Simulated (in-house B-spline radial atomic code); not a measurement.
Configurations of Rh3+, with energies counted from [Kr] 4d6. All numbers are computed (non-relativistic TPSS, spin-polarised, spherical fractional occupations; point nucleus) with a radial B-spline atomic code at the basis-set limit, not measured. Shells without spins written out take the highest spin.

Occupations are held fixed; configurations that lie above the ionisation limit could autoionise.

```
                                                   configuration  E - E(ref) (eV)  highest orbital  its <r> (bohr)
                                                    [Kr] 4d5 4f1           29.446            4f up           3.439
                          [Kr] 4d(3 up, 2 down) 4f(0 up, 1 down)           35.592          4f down           3.693
[Ar] 3d10 4s2 4p(2 up, 3 down) 4d(3 up, 3 down) 5d(0 up, 1 down)             77.9          5d down           3.727
                                       [Ar] 3d10 4s2 4p5 4d6 5f1           80.528            5f up           6.132
                                            [Ar] 3d9 4s2 4p6 4d7           312.86          4d down           1.309
                                        [Ar] 3d9 4s2 4p6 4d6 5p1           331.82            5p up           2.718
                                        [Ar] 3d9 4s2 4p6 4d6 5d1           341.52            5d up           3.656
```

Problem. Order these further configurations by energy, lowest first.
A. [Kr] 4d(4 up, 1 down) 5d(0 up, 1 down)
B. [Ar] 3d10 4s2 4p5 4d6 5s1
C. [Kr] 4d5 5s1
D. [Ar] 3d10 4s2 4p5 4d6 5d1
E. [Ar] 3d9 4s2 4p6 4d6 5s1

Solution. C (9.3434 eV), A (29.96 eV), B (55.371 eV), D (72.07 eV), E (324.8 eV).

Problem. How far above the reference does [Ar] 3d10 4s2 4p(3 up, 2 down) 4d(5 up, 1 down) 5p(1 up, 0 down) lie?

Solution. 62.375 eV; its least bound orbital is 5p up with <r> = 2.739 bohr.

Problem. How far above the reference does [Kr] 4d(4 up, 2 down) lie?

Solution. 2.5789 eV; its least bound orbital is 4d down with <r> = 1.36 bohr.

Problem. How far above the reference does [Ar] 3d9 4s2 4p6 4d6 4f1 lie?

Solution. 345.34 eV; its least bound orbital is 4f up with <r> = 3.424 bohr.
